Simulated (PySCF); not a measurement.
## UHF on Sc⁺ (scandium, charge +1)

Configuration: [Ar] 4s2, closed-shell 1S (an excited configuration). Computed with PySCF 2.14 in aug-cc-pVDZ, with the non-relativistic Hamiltonian (point nucleus).

```
Total energy                                     : -759.454060 hartree
One-electron energy                              : -1029.9815 hartree
Hartree (Coulomb) energy                         : 308.1510 hartree
Exchange energy                                  : -37.6235 hartree
Kinetic energy                                   : 758.90884 hartree
⟨S²⟩                                             : 0.0000
⟨L²⟩                                             : 0.000
Sum of ⟨r⟩                                       : 18.29 bohr
Sum of ⟨r²⟩                                      : 37.19 bohr²
Density at the nucleus (Gaussians lack the cusp) : 6140 bohr⁻³
Langevin diamagnetic susceptibility              : -29.5 ×10⁻⁶ cm³/mol
```

| shell | electrons | mean orbital energy (eV) | rms radius, mean of both spins (bohr) |
| --- | --- | --- | --- |
| 1s | 2 | -4529.1 | 0.0852 |
| 2s | 2 | -534.62 | 0.373 |
| 2p | 6 | -441.64 | 0.341 |
| 3s | 2 | -83.349 | 1.14 |
| 3p | 6 | -55.635 | 1.26 |
| 4s | 2 | -13.310 | 3.47 |
